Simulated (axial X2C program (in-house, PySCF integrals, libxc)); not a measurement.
The numbers below are computed, except where a source is named.
## BI⁺: input and output of an EOM-IP-CCSD run

Program: an in-house all-electron X2C program for linear molecules (integrals from PySCF).

Input and command:
```json
{"zs": [53, 5], "q": 1, "bas": ["dyall-cv3z", "dyall-v3z"], "r0": 2.18, "eom": "ip", "rq": 0, "thr": -2.0, "nmax": 95, "grid": [1, 0.96, 1.045, 0.92, 1.09, 1.15]}
```
```bash
python soeom.py task.json out
```

Keys: zs atomic numbers; q charge; bas basis sets; r0 starting distance in Å; eom kind of EOM run; rq charge at which the geometry is sought; thr threshold in hartree for freezing inner shells (an s shell follows its p shell); nmax most natural virtual spinors; grid distances as factors.

Output at R = 2.139 Å (near the PBE0 minimum at charge 0 of the determinant lowest at the starting distance; the state shown can have its own minimum elsewhere), reference BI:

```
two-component X2C + atomic mean field  HF
basis functions 166  fitting functions 894  grid points 5078
iter        total energy     max residual
   1      -7133.613585214     2.17e+00
   2      -7134.394519478     2.55e-02
   3      -7134.398059098     4.18e-03
   4      -7134.398346494     1.81e-03
   5      -7134.398426588     5.80e-04
   6      -7134.398453181     3.08e-04
   7      -7134.398458663     1.18e-04
   8      -7134.398460009     2.95e-05
   9      -7134.398460097     9.09e-06
  10      -7134.398460108     6.06e-06
  11      -7134.398460111     3.88e-06
  12      -7134.398460114     1.32e-06
  13      -7134.398460114     4.64e-07
converged
one-electron -9906.81837737  Coulomb 2895.22897149  exact exchange -184.04029323  xc functional 0.00000000  nuclear repulsion 65.55958901  atomic mean-field constant -4.32835002
correlated 10  virtual 224  natural virtual 94  E(MP2) -0.215370240  MP2 remainder -0.005596232
iter   CCSD correlation   residual
   1     -0.226506712   1.45e-01
   2     -0.235537024   6.69e-02
   3     -0.238629187   3.21e-02
   4     -0.238741352   9.57e-03
   5     -0.238802378   2.80e-03
   6     -0.238800063   1.07e-03
   7     -0.238801537   4.07e-04
   8     -0.238804953   1.95e-04
   9     -0.238803461   1.15e-04
  10     -0.238803888   6.99e-05
  11     -0.238803301   3.39e-05
  12     -0.238803777   1.59e-05
  13     -0.238803786   6.65e-06
(T) -0.012090565  T1 0.0303  D1 0.0437  max T2 0.086
EOM-IP-CCSD roots
2*Omega      energy/Eh   energy/eV  one-particle weight
    1       0.35127795      9.5588      0.916
    1       0.41821759     11.3803      0.937
    1       0.53400017     14.5309      0.000
    1       0.53482971     14.5535      0.633
    3       0.39508327     10.7508      0.944
    3       0.53257054     14.4920      0.000
    3       0.54578827     14.8517      0.000
    5       0.54191668     14.7463      0.000
```
T1 in the output is the amplitude norm over the root of the electron number; divide by √2 for the Lee–Taylor value.

Reference electrons by ω block (each with its −ω partner): 1/2: 19, 3/2: 8, 5/2: 2. Root energies count from the CCSD energy of the reference. The reference need not be the lowest state of its species. All roots sought are printed; those with a small one-particle weight need a further excitation, are placed far too high, and may in truth lie low or lowest. Inner shells are frozen, and levels at this size can be off by some tenths of an eV.
